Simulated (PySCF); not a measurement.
Isomers of C7H9O2PS, mass 188.006 u with the commonest isotopes. The calculation used PBE0/pcSseg-1 in PySCF (dipole) on a GFN2-xTB geometry, gas phase. One conformer each, none proved a minimum here; rigid rotors.

Question: Order these by rotational constant A, smallest first.
A. `[CH2:1]=[CH:2][CH2:3][P@:4](=[O:5])([OH:6])[c:7]1[cH:8][cH:9][s:10][cH:11]1` with C1–C2–C3–P4 103°, C2–C3–P4–O5 175°, C3–P4–O6–H 136°, C3–P4–C7–C8 -106°
B. `[CH2:1]=[CH:2][CH2:3][P@:4](=[O:5])([OH:6])[c:7]1[cH:8][cH:9][cH:10][s:11]1` with C1–C2–C3–P4 -108°, C2–C3–P4–O5 -65°, C3–P4–O6–H 137°, C3–P4–C7–C8 -128°
C. `[CH3:1][O:2][C:3](=[O:4])[c:5]1[s:6][c:7]([CH3:8])[p:9][c:10]1[CH3:11]` with C1–O2–C3–O4 0°, O2–C3–C5–S6 0°

Answer: B (1172 MHz), A (1237 MHz), C (1465 MHz).

Question: Order these by rotational constant C, largest first.
A. `[CH2:1]=[CH:2][CH2:3][P@:4](=[O:5])([OH:6])[c:7]1[cH:8][cH:9][cH:10][s:11]1` with C1–C2–C3–P4 -108°, C2–C3–P4–O5 -65°, C3–P4–O6–H 137°, C3–P4–C7–C8 -128°
B. `[CH2:1]=[CH:2][CH2:3][P@:4](=[O:5])([OH:6])[c:7]1[cH:8][cH:9][s:10][cH:11]1` with C1–C2–C3–P4 103°, C2–C3–P4–O5 175°, C3–P4–O6–H 136°, C3–P4–C7–C8 -106°
C. `[CH3:1][O:2][C:3](=[O:4])[c:5]1[s:6][c:7]([CH3:8])[p:9][c:10]1[CH3:11]` with C1–O2–C3–O4 0°, O2–C3–C5–S6 0°

Answer: A (612.4 MHz), B (526.7 MHz), C (439.7 MHz).

Question: Order these by out-of-plane moment Σ m c² = (Ia + Ib − Ic)/2, smallest first.
A. `[CH3:1][O:2][C:3](=[O:4])[c:5]1[s:6][c:7]([CH3:8])[p:9][c:10]1[CH3:11]` with C1–O2–C3–O4 0°, O2–C3–C5–S6 0°
B. `[CH2:1]=[CH:2][CH2:3][P@:4](=[O:5])([OH:6])[c:7]1[cH:8][cH:9][s:10][cH:11]1` with C1–C2–C3–P4 103°, C2–C3–P4–O5 175°, C3–P4–O6–H 136°, C3–P4–C7–C8 -106°
C. `[CH2:1]=[CH:2][CH2:3][P@:4](=[O:5])([OH:6])[c:7]1[cH:8][cH:9][cH:10][s:11]1` with C1–C2–C3–P4 -108°, C2–C3–P4–O5 -65°, C3–P4–O6–H 137°, C3–P4–C7–C8 -128°

Answer: A (4.69 u·Å²), B (102.12 u·Å²), C (147.40 u·Å²).

```
                SMILES  point group  Ia (u·Å²)  Ib (u·Å²)  Ic (u·Å²)      κ  μa (D)  μb (D)  μc (D)
C=CC[P@](=O)(O)c1ccsc1           C1     408.61     755.17     959.53  -0.60    1.19    2.07    0.55
    COC(=O)c1sc(C)pc1C           Cs     345.05     813.60    1149.27  -0.65    0.02    2.21    0.00
C=CC[P@](=O)(O)c1cccs1           C1     431.13     688.96     825.29  -0.57    1.98    0.94    1.11
```
